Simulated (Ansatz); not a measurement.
Consider the hydrogen abstraction from the Si–H bond: `Cl[SiH2][NH][GeH2][Cl]` + F• → `Cl[SiH][NH][GeH2][Cl]`• + H–F.

Gas-phase electronic energies from Ansatz, PBE0-D4/def2-TZVP geometries. CCSD(T)/CBS is the MP2 limit (def2-TZVPP, def2-QZVPP) plus CCSD(T) − MP2 in def2-TZVPP, frozen cores. This one scheme is used for every species, atoms too. Functionals use def2-TZVPP. Open shells (•) are unrestricted, without spin–orbit coupling. Spin–orbit coupling would lower the free atoms: a little for F. For Ge outer-core shells are correlated without core-valence functions, so the limit isn't a true one: a few kJ/mol of doubt a bond, and 10 to 20 or more in all where bonds break to atoms. Scalar relativity is left out up to krypton. One conformer a species, not always the lowest.

```tsv
species	PBE0-D4 energy (Eh)
`Cl[SiH2][NH][GeH2][Cl]`	-3344.11172
F•	-99.67617
`Cl[SiH][NH][GeH2][Cl]`•	-3343.46335
H–F	-100.39410
```

Task: Work out ΔE.

Result: ΔE = (-3343.46335) + (-100.39410) − (-3344.11172) − (-99.67617) = -0.06956 Eh = -182.6 kJ/mol. CCSD(T)/CBS gives -182.6 kJ/mol.

Largest T1 diagnostic among the species: 0.012.

From PBE to PBE0 (25 % exact exchange), in def2-TZVPP and without D4, ΔE moves by +28.9 kJ/mol. In def2-TZVPP, CCSD(T) changes the Hartree–Fock value by −99.4 kJ/mol (the triples alone add −8.5 kJ/mol) and MP2 by −126.4 kJ/mol.
